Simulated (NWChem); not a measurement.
A series in which one site is exchanged, each optimised at PBE0/def2-SVP with NWChem, gas phase unless a solvent is named. All stand in one matching conformer (torsions within 35°), which need not be the lowest. Some are not confirmed as minima by frequencies. def2 effective core potentials on I; no spin-orbit coupling.

A: [OH][Al]([F])[Cl] (AlHOClF; site = Cl)
B: [OH][Al]([F])[F] (AlHOF2; site = F)
C: [OH][Al]([F])[I] (AlHOIF; site = I)
D: [OH][AlH][F] (AlH2OF; site = H)

Values for A:

| Property | Result |
|---|---|
| dipole (D), PBE0/def2-SVP | 1.91 |
| orbital gap (eV), PBE0/def2-SVP | 8.52 |
| static polarisability, B3LYP/def2-SVPD (bohr³) | 39.7 |
| lowest singlet excitation, B3LYP/def2-SVPD, TDA (eV) | 6.71 |

Question: How do these values change for the other members?

Answer: 
```
change from A                                             B      C      D
----------------------------------------------------  -----  -----  -----
dipole (D), PBE0/def2-SVP                             +0.27  -0.35  -0.88
orbital gap (eV), PBE0/def2-SVP                       +0.24  -1.62  +0.60
static polarisability, B3LYP/def2-SVPD (bohr³)        -13.9  +21.6  -10.1
lowest singlet excitation, B3LYP/def2-SVPD, TDA (eV)  +0.23  -1.54  +0.70
```
